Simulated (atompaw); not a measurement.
# Mg: variants of one PAW (atompaw) potential

Base potential:

```
Element                 : Mg
Generator               : atompaw 4.2.0.5
Type                    : PAW
Functional              : PBEsol
Relativity              : non-relativistic
Frozen core             : [Ne]
Valence charge          : 2
Reference configuration : 3s2 3p0
Partial waves           : 3s (bound): rc 3.00 bohr; 3s channel at 1.25 Ry: rc 1.75 bohr; 3p (bound, empty): rc 3.00 bohr; 3p channel at 3.95 Ry: rc 3.00 bohr; 3d channel at -0.05 Ry: rc 3.00 bohr; 3d channel at 2.1 Ry: rc 3.00 bohr
Local potential         : vpsmatchnc scheme with l = 3 at 0 Ry, radius 2.45 bohr
Core correction         : smooth core density matched at 2.00 bohr
Augmentation charge     : besselshape compensation charge, radius 2.55 bohr; PAW radius 3.00 bohr; waves and projectors: custom rrkj vanderbiltortho
```

All-electron outer shells of the reference configuration (PBEsol, non-relativistic, ld1.x):

```
shell  level (eV)  outermost node (bohr)  outermost maximum (bohr)
   2p      -46.59                      –                      0.48
   3s       -4.67                   0.91                      2.56
   3p       -1.31                   0.96                      3.50
```

Cutoffs, loose and tight: the cutoffs (Ry, on a coarse ladder) from which the occupation-weighted sum of valence levels, in a spherical-Bessel basis at the reference potential, stays within 10 and 1 mRy of its value at 400 Ry. They see the waves, projectors and local potential, not the compensation charge or the core. A dash means not determined.

A true bound ghost makes a file unfit for plane-wave use even where its test errors are small: the radial tests pick states by their node count and pass the ghost by.

| change | outcome | cutoff, loose | cutoff, tight | bound ghosts |
| --- | --- | --- | --- | --- |
| base | generated | 6 Ry | 6 Ry | none |
| augmentation besselshape compensation charge, radius 2.55 bohr; PAW radius 3.00 bohr; waves and projectors: custom polynom gramschmidtortho | generated | 6 Ry | 6 Ry | none |
| local potential troulliermartins scheme with l = 3 at 0 Ry, radius 2.45 bohr | generated | 6 Ry | 6 Ry | none |
| all radii scaled by about 1.21 (s 3.64, p 3.64, d 3.64 bohr); local potential vpsmatchnc scheme with l = 3 at 0 Ry, radius 2.96 bohr; augmentation besselshape compensation charge, radius 3.08 bohr; PAW radius 3.64 bohr; waves and projectors: custom rrkj vanderbiltortho; core correction smooth core density matched at 2.42 bohr | failed: atompaw: The overlap operator has at least one negative eigenvalue! | – | – | – |
| scalar-relativistic; removed wave 3d channel at 2.1 Ry: rc 3.00 bohr | generated | 6 Ry | 6 Ry | none |
| core [He], valence charge 10; reference 2s2 2p6 3s2 3p0; waves now 2s (bound): rc 0.80 bohr; 3s (bound): rc 1.35 bohr; 2p (bound): rc 0.90 bohr; 3p (bound): rc 1.20 bohr; 3d channel at 0.05 Ry: rc 1.30 bohr; local potential vpsmatchnc scheme with l = 3 at 0 Ry, radius 1.10 bohr; core correction smooth core density matched at 1.00 bohr; augmentation besselshape compensation charge, radius 1.05 bohr; PAW radius 1.35 bohr; waves and projectors: custom rrkj vanderbiltortho | failed: atompaw: The overlap operator has at least one negative eigenvalue! | – | – | – |
| wave 3p channel at 3.95 Ry: rc 3.00 bohr becomes 3p channel at 3.95 Ry: rc 2.44 bohr | generated | 6 Ry | 6 Ry | none |
| augmentation gaussian compensation charge, radius 2.55 bohr; PAW radius 3.00 bohr; waves and projectors: custom rrkj vanderbiltortho | generated, no UPF (negative core plus compensation charge) | 6 Ry | 6 Ry | none |
| wave 3p channel at 3.95 Ry: rc 3.00 bohr becomes 3p channel at 0.1 Ry: rc 3.00 bohr | generated | 6 Ry | 6 Ry | none |
| functional PBE; removed wave 3d channel at 2.1 Ry: rc 3.00 bohr | generated | 6 Ry | 6 Ry | none |
| augmentation besselshape compensation charge, radius 1.72 bohr; PAW radius 3.00 bohr; waves and projectors: custom rrkj vanderbiltortho | generated, no UPF (negative core plus compensation charge) | 6 Ry | 6 Ry | none |
| wave 3p channel at 3.95 Ry: rc 3.00 bohr becomes 3p channel at 3.95 Ry: rc 2.88 bohr | generated | 6 Ry | 6 Ry | none |

**Question.** What comes out with this change to the base: augmentation besselshape compensation charge, radius 2.55 bohr; PAW radius 3.00 bohr; waves and projectors: custom polynom2 7 10 vanderbiltortho?

**Answer.** outcome: generated; cutoff, loose: 6 Ry; cutoff, tight: 12 Ry; bound ghosts: s.
